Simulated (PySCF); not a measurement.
## J couplings in C5H11Ga

Cartesian coordinates in Å; atom numbers follow the order of the lines, from 1:
```xyz
17

C     1.943   -0.174   -0.611
C     0.993    0.071    0.563
C    -0.122   -0.985    0.658
C    -1.286   -0.683   -0.302
C    -1.788    0.756   -0.114
Ga   -0.102    1.720    0.293
H     2.431   -1.163   -0.533
H     1.424   -0.160   -1.586
H     2.742    0.582   -0.661
H     1.580    0.091    1.495
H    -0.519   -1.002    1.689
H     0.275   -2.000    0.468
H    -0.937   -0.815   -1.342
H    -2.091   -1.426   -0.161
H    -2.441    0.829    0.776
H    -2.380    1.130   -0.963
H     0.249    3.249    0.350
```

Couplings: B3LYP/pcJ-1 (pcSseg-1 on Ga) (without the spin–dipole term) in PySCF 2.14.0 with density-fitted response routines, geometry PBE0-D3(BJ)/def2-SVP; gas phase, one conformer, non-relativistic. Couplings are averaged over pairs made equivalent by symmetry, fast rotation or ring inversion, so a value needn't be that of the named pair in this geometry, while other rotamers aren't included; one pair stands for each set, and the list holds a selection of those of at least 0.8 Hz over up to four bonds.

Isotopes: ¹³C, ¹H.

```tsv
pair	bonds	J (Hz)
C1, C2	1	33.5
C1, H7	1	131.5
C2, C3	1	33.5
C2, H10	1	?
C3, C4	1	36.1
C3, H11	1	129.1
C3, H12	1	?
C4, C5	1	34.7
C4, H13	1	128.8
C4, H14	1	136.9
C5, H15	1	127.3
C5, H16	1	?
C1, H10	2	?
C2, H7	2	?
C2, H17	2	21.4
C3, C5	2	1.1
C1, H12	3	8.0
C1, H17	3	-1.7
C3, H7	3	?
C3, H16	3	?
H10, H11	3	8.6
H11, H13	3	16.1
H14, H16	3	1.0
H10, H16	4	-1.1
H12, H16	4	1.9
H14, H17	4	?
```

Estimate the withheld couplings, with signs.

## Answers


- ¹J(C2,H10) = 139.9 Hz (bond length 1.102 Å, sp3 carbon)
- ¹J(C3,H12) = 133.9 Hz (bond length 1.106 Å, sp3 carbon)
- ¹J(C5,H16) = 142.0 Hz (bond length 1.100 Å, sp3 carbon)
- ²J(C1,H10) = -4.7 Hz (angle at C2 109°)
- ²J(C2,H7) = -2.4 Hz (mean over equivalent pairs that range from -3.8 to -1.6 Hz in this conformer)
- ³J(C3,H7) = 5.9 Hz (mean over equivalent pairs that range from 1.8 to 12.3 Hz in this conformer)
- ³J(C3,H16) = 10.9 Hz (dihedral angle 162°)
- ⁴J(H14,H17) = 3.1 Hz

Relativistic effects of the heavier atoms present are left out.
